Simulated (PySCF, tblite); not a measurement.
Isomers of C6H9NOSi. All values are computed: GFN2-xTB (tblite) harmonic vibrations without scaling, gas phase. This tight-binding method is rough: wavenumbers can miss measured ones by several per cent, in bad cases by 10 to 20. Modes of hydrogen on silicon can be 10 to 20 % off. One conformer each.

Electronic energies: PBE0/pcSseg-1 single points on the GFN2-xTB geometries (PySCF, gas phase).

| SMILES | electronic energy, lowest = 0 (kJ/mol) |
| --- | --- |
| N#C[Si@@H]1CC[C@]12C[C@H]2O | 82.5 |
| N#C/C=C1\C[SiH2]CCO1 | 0.0 |
| CC(=O)/C(=C/C#N)C[SiH3] | 35.2 |
| [SiH3]C/C=N\c1ccco1 | 48.7 |
| C#CCC(=O)C(=C)[SiH2]N | 129.1 |
| N#CC[SiH2]O[C@]12C[C@H]1C2 | 108.3 |

**Question.** How do GFN2-xTB zero-point energies change the relative energies?

**Answer.** 
```csv
SMILES,ZPE (kJ/mol),of it from modes above 1550 cm⁻¹,electronic (kJ/mol),"with ZPE, lowest = 0 (kJ/mol)",lowest mode (cm⁻¹),rings
N#C/C=C1\C[SiH2]CCO1,351.2,176.4,0.0,0.0,62,1
CC(=O)/C(=C/C#N)C[SiH3],337.9,183.4,35.2,21.9,61,0
[SiH3]C/C=N\c1ccco1,344.5,171.0,48.7,41.9,49,1
N#C[Si@@H]1CC[C@]12C[C@H]2O,355.4,175.6,82.5,86.7,45,2
N#CC[SiH2]O[C@]12C[C@H]1C2,346.5,178.1,108.3,103.6,30,2
C#CCC(=O)C(=C)[SiH2]N,337.4,195.4,129.1,115.3,19,0
```

The zero-point energies span 18.0 kJ/mol, from `C#CCC(=O)C(=C)[SiH2]N` to `N#C[Si@@H]1CC[C@]12C[C@H]2O`. The order is unchanged.

**Question.** And how do the electronic energies of GFN2-xTB itself compare?

**Answer.** `N#C/C=C1\C[SiH2]CCO1` 80.8; `CC(=O)/C(=C/C#N)C[SiH3]` 117.0; `[SiH3]C/C=N\c1ccco1` 0.0; `N#C[Si@@H]1CC[C@]12C[C@H]2O` 221.0; `N#CC[SiH2]O[C@]12C[C@H]1C2` 94.9; `C#CCC(=O)C(=C)[SiH2]N` 206.5 kJ/mol, lowest = 0. Against the energies above, taken from the same isomer `N#C/C=C1\C[SiH2]CCO1`, the largest difference is 129.5 kJ/mol.

**Question.** What do entropy and thermal enthalpy add at 298.15 K and 1 bar (rigid rotor, harmonic oscillator, one conformer each)?

**Answer.** 
```
                     SMILES  point group  symmetry number  S (J/(mol K))  H − H(0) (kJ/mol)  ZPE + H − H(0) − TS (kJ/mol)
       N#C/C=C1\C[SiH2]CCO1           C1                1          399.0              27.53                         259.8
    CC(=O)/C(=C/C#N)C[SiH3]           C1                1          431.3              31.54                         240.9
        [SiH3]C/C=N\c1ccco1           C1                1          397.9              27.04                         252.9
N#C[Si@@H]1CC[C@]12C[C@H]2O           C1                1          417.1              29.44                         260.4
 N#CC[SiH2]O[C@]12C[C@H]1C2           C1                1          432.7              29.82                         247.3
```

Not tabulated: `C#CCC(=O)C(=C)[SiH2]N` (lowest mode only 19 cm⁻¹).
